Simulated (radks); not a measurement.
Question: K I, configuration [Ar] 4s1 (the NIST ground configuration). Method: non-relativistic Kohn-Sham, LDA (Slater exchange, Perdew-Wang correlation), spin-polarised, spherical densities, point nucleus; open shells are filled with parallel spins first; computed with a radial shooting solver on a logarithmic mesh with Libxc functionals. Some entries of the table are withheld. Estimate them.

orbital  occ.  eigenvalue (Ry)  <r^2> (bohr^2)  <1/r> (bohr^-1)
1s up       1        -256.8242        0.008973            18.50
1s down     1        -256.8230        0.008973            18.50
2s up       1        -25.67209          0.1816            3.753
2s down     1        -25.67086          0.1816            3.753
2p up       3        -20.56174          0.1537            3.685
2p down     3        -20.56061          0.1537            3.685
3s up       1              (1)           1.895              (2)
3s down     1              (3)           1.889              (4)
3p up       3         -1.38412           2.480              (5)
3p down     3         -1.37890           2.455              (6)
4s up       1         -0.19229           26.98           0.2647
4s down     0         -0.14579           29.75           0.2571

Answer: 
(1) 3s up eigenvalue (Ry): -2.55934
(2) 3s up <1/r> (bohr^-1): 1.094
(3) 3s down eigenvalue (Ry): -2.55603
(4) 3s down <1/r> (bohr^-1): 1.095
(5) 3p up <1/r> (bohr^-1): 0.9549
(6) 3p down <1/r> (bohr^-1): 0.9576
